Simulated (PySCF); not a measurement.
Two species compared at the same levels of theory.

First species: triethylenediamine, C₆H₁₂N₂.
InChI=1S/C6H12N2/c1-2-8-5-3-7(1)4-6-8/h1-6H2

Second species: C2H13GaN2Si2.
SMILES: `C=[CH][Ga@H-]([NH3+])[N]([SiH3])[SiH3]`

Levels: CAM-B3LYP/def2-SVPD for HOMO energy, LUMO energy, HOMO–LUMO gap and static isotropic polarisability; TDDFT CAM-B3LYP/def2-SVPD for lowest singlet excitation; TDA CAM-B3LYP/def2-SVPD for lowest triplet excitation (Tamm–Dancoff); ΔSCF CAM-B3LYP/def2-SVPD for vertical ionisation energy. Geometries: PBE0-D3(BJ)/def2-SVP. Each structure is a single optimised conformer of the isolated species, non-relativistic unless stated. Electronic properties by PySCF.

Dipoles, sizes and rotational constants follow the conformer. The torsions of the flexible species, by atom-mapped SMILES:
- `[CH2:1]=[CH:2][Ga@H-:3]([NH3+:4])[N:5]([SiH3:6])[SiH3:7]`: C1–C2–Ga3–N4 -107°, C2–Ga3–N5–Si6 -165°

The conformers of `C1CN2CCN1CC2` aren't listed.

**Question.** Which has the higher HOMO–LUMO gap?

**Answer.** The second: 8.37 eV against 8.08 eV, a difference of 0.29 eV.

**Question.** Which of the two has the higher T1 energy, and by how much?

**Answer.** The first: 5.11 eV against 4.24 eV, a difference of 0.87 eV.

**Question.** Which has the higher vertical ionisation energy?

**Answer.** The second: 8.64 eV against 7.43 eV, a difference of 1.21 eV.

**Question.** Which has the higher LUMO energy?

**Answer.** The first: 1.34 eV against 0.17 eV, a difference of 1.17 eV.

**Question.** Which of the two has the higher S1 energy, and by how much?

**Answer.** The second: 5.82 eV against 5.25 eV, a difference of 0.57 eV.

**Question.** Which has the higher HOMO energy?

**Answer.** The first: -6.74 eV against -8.20 eV, a difference of 1.46 eV.

**Question.** Which of the two has the higher static isotropic polarisability, and by how much?

**Answer.** The second: 125.9 au against 80.4 au, a difference of 45.5 au.

On the first: No computed singlet falls in the visible range (750 to 380 nm, 1.65 to 3.26 eV); S1 lies 1.99 eV above its blue end. The 10 singlets span 5.25 to 7.56 eV, and their oscillator strengths add up to 0.19.

On the second: No computed singlet falls in the visible range (750 to 380 nm, 1.65 to 3.26 eV); S1 lies 2.56 eV above its blue end. The principal polarisabilities are 107.7, 123.6 and 146.3 au; their mean is the isotropic value. The calculation is non-relativistic and has no spin–orbit coupling, an omission that weighs most on gallium.
